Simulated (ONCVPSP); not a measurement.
## S: one change to an ONCV potential, before and after

ONCVPSP 4.0.1 input, shortened (lines: element, Z, core and valence counts, functional; n l f; lmax; l rc ep ncon nbas qcut; lloc lpopt rc5 dvloc0; l nproj debl; icmod fcfact rcfact), PBE, non-relativistic:

```
  S 16.00    3    2        4      upf
    1    0    2.00
    2    0    2.00
    2    1    6.00
    3    0    2.00
    3    1    4.00
    2
    0    1.45    0.00    4    7    4.00
    1    1.70    0.00    4    7    5.90
    2    1.35    0.08    4    7    8.20
    4    5    1.25    0.00
    0    2    3.20
    1    2    2.00
    2    1    3.20
    1    0.35    0.00
```

Change: all radii but the core radius scaled by about 1.23 (s 1.78, p 2.08, d 1.66 bohr); local potential polynomial inside 1.54 bohr (lpopt 5, dvloc0 0 Ha).

Cutoffs: the cutoffs (Ha) at which the residual kinetic energy of the hardest occupied pseudo-wave falls to 1 and 0.1 mHa per electron; they do not see the model core or the augmentation charge, which bear on the density cutoff. Errors are all-electron minus pseudo energies relative to the spin-unpolarised reference configuration.

**Question.** What does the change do?

**Answer.** The potential gets softer (40 Ha and 55 Ha → 18 Ha and 37 Ha); of the 4 tests that both files solve, the error grows in 1 and shrinks in 0 by more than 15 % and 0.3 meV (median size 8.1 → 12.7 meV); neither file shows a bound ghost. A larger radius leaves more room for a smooth pseudo-wave, so fewer plane waves are needed.

| quantity | base | changed |
| --- | --- | --- |
| cutoff, loose | 40 Ha | 18 Ha |
| cutoff, tight | 55 Ha | 37 Ha |
| loose cutoff by channel | s 40 Ha, p 6.2 Ha | s 18 Ha, p 5.7 Ha |
| bound ghosts | none | none |
| GHOST(+) flags under 300 eV | s at 224.9 eV | s at 212.8 eV |
| error for 3s2 3p3, meV [ΔE 11.78 eV] | +1.7 | +1.6 |
| error for 3s2 3p2, meV [ΔE 34.08 eV] | +15 | +13 |
| error for 3s2 3p1, meV [ΔE 68.13 eV] | +58 | +53 |
| error for 3s1 3p4, meV [ΔE 22.52 eV] | +0.2 | -12 |
| rms error of d²Exc/dni dnj with the model core, mHa | 0.35 | 0.53 |
